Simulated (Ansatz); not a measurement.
Frontier orbitals of BGaH₅NSi.

Z-matrix (Å, degrees):
```
Si
N 1 1.750
H 1 1.484 2 110.6
H 1 1.489 2 108.2 3 -119.7
H 1 1.484 2 110.5 3 120.7
B 2 1.407 1 122.5 3 -60.5
H 2 1.010 1 117.4 3 119.5
Ga 6 2.242 2 124.8 1 180.0
H 6 1.216 2 113.5 1 -0.0
```

The species carries charge 0 and has multiplicity 1. Correlated methods include outer-core shells of Ga, which these sets cover unevenly. Scalar relativity is left out up to krypton. The bonds changed during the relaxation, so this is another structure than the one it started from. The structure was optimised at the PBE0-D4/def2-TZVP level. Basis def2-TZVPP, Ansatz 0.2.0.

```tsv
functional	HOMO (eV)	LUMO (eV)
r2SCAN	-4.24	-2.66
```

(1) Give HOMO and LUMO (eV) with LDA (SPW92), PBE, revPBE, BLYP, B97M-V, PBE0, B3LYP, r2SCANh, r2SCAN0, HSE06 (plane-wave form), BHLYP, CAM-B3LYP, LC-ωPBE, ωB97X-V, ωB97M-V, HF. (Estimate.)

Answers

(1) The calculation gave: 
```csv
functional,HOMO,LUMO
LDA (SPW92),-4.17,-3.00
PBE,-4.04,-2.79
revPBE,-4.00,-2.70
BLYP,-3.92,-2.68
B97M-V,-4.21,-2.73
PBE0,-4.96,-2.01
B3LYP,-4.80,-2.22
r2SCANh,-4.58,-2.37
r2SCAN0,-5.09,-1.96
HSE06 (plane-wave form),-4.57,-2.38
BHLYP,-5.77,-1.21
CAM-B3LYP,-6.15,-1.03
LC-ωPBE,-7.34,0.06
ωB97X-V,-7.05,-0.06
ωB97M-V,-6.93,-0.23
HF,-6.95,0.74
```

B3LYP here is the variant with VWN-RPA as its local correlation; programs differ in this. LC-ωPBE has ω = 0.4 bohr⁻¹.
